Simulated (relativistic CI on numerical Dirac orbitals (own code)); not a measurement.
## Hyperfine structure of Sb XXXIV, mass number 121

Calculated at this level of theory: Dirac-Coulomb-Breit CI, separate exchange-only KLI orbitals for each configuration, model QED, unscaled Slater integrals (own radial code, finite nucleus).

CI space (outside the closed core [Ne]): 3s2 3p6, 3s2 3p5 3d, 3s 3p6 3d, 3s2 3p5 4s, 3s2 3p5 4p, 3s2 3p5 4d, 3s 3p6 4s, 3p6 3d 4p, 3p6 3d2, 3p5 3d3, 3p5 3d2 4s, 3p5 3d2 4p, 3p5 3d2 4d, 3p6 3d 4s, 3p5 3d 4s2, 3p5 3d 4s 4p, 3p5 3d 4s 4d. Double excitations out of closed p, d and f shells are left out; levels of such configurations are missing from the list, as are those of other unlisted configurations, and high levels can miss mixing partners.

Nuclear spin I = 5/2, μ = 3.358 μN, Q = -0.543 b (tables of Stone and Pyykkö). The electronic factors are computed for point nuclear moments, without core polarisation or the Bohr-Weisskopf and QED corrections.

```
           Level   E (eV)  A (GHz)  B (GHz)
3s2 3p5 3d 3P°_1  149.693    37.38    -12.2
3s2 3p5 3d 3F°_3  155.090    55.18       48
3s2 3p5 3d 3D°_2  156.946    51.59     5.81
3s2 3p5 3d 3F°_4  163.457    37.02     44.1
3s2 3p5 3d 3D°_3  174.188    32.64      -20
3s2 3p5 3d 3D°_1  188.396   -15.85    -7.92
3s2 3p5 3d 3F°_2  211.571    142.3    -18.1
3s2 3p5 3d 1P°_1  243.429   -65.06    -1.56
```

Levels with J = 0, under 50 % of one LS term, or S terms without an open s electron are left out. Small factors come from cancelling terms and can be off by tens of per cent or more.

At this charge energies of transitions that change n are usually good to better than 1 %, and those within a shell (Δn = 0) to a few per cent.

Problem. Give the hyperfine levels of 3s2 3p5 3d 3F°_3 relative to its centre of gravity.

Solution. With K = F(F + 1) − I(I + 1) − J(J + 1), E = AK/2 + B[¾K(K + 1) − I(I + 1)J(J + 1)]/[2I(2I − 1)J(2J − 1)]: F = 1/2: -523, F = 3/2: -453.2, F = 5/2: -332, F = 7/2: -152.3, F = 9/2: 95.96, F = 11/2: 425.8 GHz.

LS names give the leading component of a level, which can be under half, so a name can repeat, a term be missing and a line seem to break the LS rules.
